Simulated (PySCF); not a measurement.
C3H8Si, SMILES C1C[SiH2]C1. Coordinates come from a B3LYP-D3(BJ)/def2-SVP optimisation.

Computed equilibrium geometry at B3LYP-D3(BJ)/def2-SVP (PySCF confirms it by a frequency run) as a Z-matrix, and its point group:
point group Cs.
```
C
H 1 1.1024
H 1 1.1032 2 106.94
C 1 1.5625 2 109.78 3 124.98
H 4 1.0994 1 116.29 2 -29.53
H 4 1.1025 5 108.28 1 126.05
C 1 1.5625 2 109.78 3 -124.98
H 7 1.0994 1 116.29 2 29.53
H 7 1.1025 8 108.28 1 -126.05
Si 4 1.9045 5 121.63 6 130.28
H 10 1.4938 4 113.77 5 25.55
H 10 1.4947 11 108.47 4 136.28
```
